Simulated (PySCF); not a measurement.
FGeH₆NSi, SMILES [SiH2](F)[NH][GeH3]. Atoms are numbered in the order given.

```xyz
10

Si     1.7212    -0.4471     0.1221
F      2.1326    -0.7024    -1.4384
N      0.3979     0.6334     0.2973
Ge    -1.4146     0.2428     0.2136
H      2.9221     0.1385     0.7709
H      1.3334    -1.7688     0.6717
H      0.6174     1.6273     0.2753
H     -2.0231     0.7092    -1.1268
H     -2.1344     0.9572     1.3762
H     -1.5228    -1.2850     0.3525
```
Charge 0, spin multiplicity 1.

Geometry: B3LYP-D3(BJ)/def2-SVP. The structure was generated by enumeration, and PubChem lists no compound with its InChIKey, so it may never have been made. The values are those of a single conformer.

Calculation: HF/def2-TZVP run with PySCF.

Isolated molecule, no solvent.

Computed frontier levels, gap, dipole moment and polarisability:
highest occupied level: -11.21 eV
lowest empty level: 2.99 eV
orbital gap: 14.21 eV
dipole moment: 2.15 D
quadrupole, principal values (traceless, Buckingham form, about the centre of nuclear charge): -8.51, 2.49, 6.02 D·Å
mean static polarisability: 56.2 bohr³ (8.34 Å³)
polarisability, principal values: 50.7, 53.2, 64.9 bohr³
